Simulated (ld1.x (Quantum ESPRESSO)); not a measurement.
## Ranking TM potentials for phosphorus (P)

All share these settings but for the change named:

| Property | Result |
| --- | --- |
| Element | phosphorus (P) |
| Generator | ld1.x (Quantum ESPRESSO) 7.5 |
| Type | norm-conserving Troullier–Martins (Kleinman–Bylander form) |
| Functional | PW91 |
| Relativity | scalar-relativistic |
| Frozen core | [Ne] |
| Valence charge | 5 |
| Reference configuration | 3s1.75 3p3.25 |
| Partial waves | 3s (bound): rc 1.20 bohr; 3p (bound): rc 1.60 bohr |
| Local potential | the p channel |
| Core correction | Bessel-smoothed model core inside 0.80 bohr |

Cutoff: the first of the cutoffs (Ry, on a coarse ladder) from which the occupation-weighted sum of valence levels, in a spherical-Bessel basis at the reference potential, stays within 10 and 1 mRy of its value at 400 Ry; the density cutoff is not measured.

The base gives 45 Ry.

Of 11 variants that were run, those that failed, showed a ghost or another fault, or gave nearly equal values are left out.

A variant can come out equal or close to the base.

(1) Rank these variants from softest to hardest (loose cutoff).
A. wave 3p (bound): rc 1.60 bohr becomes 3p (bound): rc 2.06 bohr
B. wave 3s (bound): rc 1.20 bohr becomes 3s (bound): rc 1.82 bohr
C. wave 3p (bound): rc 1.60 bohr becomes 3p (bound): rc 1.34 bohr
D. wave 3s (bound): rc 1.20 bohr becomes 3s (bound): rc 1.48 bohr

Answers

(1) B (18 Ry), D (21 Ry), A (45 Ry), C (55 Ry).
